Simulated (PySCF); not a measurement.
A structure optimised at PBE-D3(BJ)/def2-SVP, used in a PySCF frequency run:

```xyz
10

B      0.0376    -0.5142     0.0000
O      0.8055    -1.6601     0.0000
H      0.2857    -2.4792     0.0000
O     -1.3464    -0.4751     0.0000
H     -1.7701    -1.3483     0.0000
O      0.7281     0.6663     0.0000
C      0.0380     1.9002     0.0000
H     -0.6094     2.0167     0.8971
H      0.7890     2.7154     0.0000
H     -0.6094     2.0167    -0.8971
```
Charge 0, spin multiplicity 1.

**Question.** Write its SMILES, formula and point group.

**Answer.** COB(O)O, CH₅BO₃, Cs

**Question.** What are its rotational constants (standard atomic weights)?

**Answer.** 9.3477, 4.0048, 2.8550 GHz
